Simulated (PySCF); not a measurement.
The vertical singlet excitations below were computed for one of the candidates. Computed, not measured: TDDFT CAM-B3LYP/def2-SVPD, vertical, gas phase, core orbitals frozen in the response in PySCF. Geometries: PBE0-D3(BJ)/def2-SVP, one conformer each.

```tsv
state	λ (nm)	f
S1	194.3	0.040
S2	181.9	0.028
S3	180.3	0.467
S4	172.7	0.014
S5	170.4	0.060
S6	168.6	0.031
S7	167.9	0.012
S8	167.4	0.066
S9	164.3	0.0096
S10	163.6	0.0022
```

Question: Which structure fits?
A. `C=C[Si](C=C)(N=C=O)N=C=O`
B. `O=C1CCc2ccccc21`
C. `C=Cc1ccc(C=O)cc1`

Answer: A. Its S1, at 6.38 eV, is the highest among the candidates; the nearest of the others has S1 at 3.96 eV. S1 is HOMO-1→LUMO (78%). Löwdin shares by element: HOMO carbon 74% or more (atoms not listed hold the other 26%); LUMO carbon 70% or more (atoms not listed hold the other 30%). At the same level the other candidates give, for their lowest levels:
- `C=Cc1ccc(C=O)cc1`: 322 nm (f 0.000); 271 nm (f 0.575); 261 nm (f 0.015); 206 nm (f 0.199); 193 nm (f 0.117); HOMO -8.19, LUMO -1.23 eV
- `O=C1CCc2ccccc21`: 313 nm (f 0.000); 251 nm (f 0.046); 225 nm (f 0.165); 197 nm (f 0.000); 190 nm (f 0.386); T1 3.52 eV; HOMO -8.65, LUMO -0.60 eV
Triplets come from the Tamm–Dancoff approximation.
